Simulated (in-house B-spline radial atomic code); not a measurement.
# Removing one electron from Ge XXIX (Ge28+)

Closed shell [He] 2s2. Computed with a B-spline radial code for spherical atoms: Koopmans values of Dirac-Hartree-Fock plus a diagonal self-energy, in second order or with its direct term screened (direct RPA, with the hole-particle interaction, or full time-dependent Hartree-Fock), linearised in energy; no-pair Dirac-Coulomb Hamiltonian, finite nucleus. Shifts add to the Koopmans value (the ΔSCF shift is orbital relaxation alone); the final value takes TDHF screening with Breit and QED.

Command:
```bash
python run_mb.py task.json out
```
Settings (nuclear radius in fm, box in bohr, cutoff in hartree):
```
basis_form          2
Z                   32
core_configuration  [He] 2s2
rms_radius          4.0742
mass_number         74
speed_of_light      137.036
box_radius          3.743
lmax                7
intervals           59
virtual_cutoff      4096.0
```

Time taken, with all properties: 1.3 s on 1 thread of Arm Neoverse N1, on a shared host.

Energies in eV:

| subshell | Koopmans | ΔSCF shift | second order | direct RPA | hole-particle | TDHF | Breit + QED | final |
| --- | --- | --- | --- | --- | --- | --- | --- | --- |
| 2s1/2 | 3068.72 | -0.294 | ? | ? | ? | ? | ? | ? |

Q: What does the self-energy do to 2s1/2?

A: It shifts the removal energy by 4.874 eV in second order, 2.434 with direct RPA, 3.250 with the hole-particle term and 4.912 with TDHF screening (quasi-particle weight 0.983); Breit and QED add -2.168 eV. The final value is 3071.47 eV, against 3074 ± 3 eV (NIST, semi-empirical). The mixing of s² with p² in the ground state is caught to low order only, which falls short in light ions.
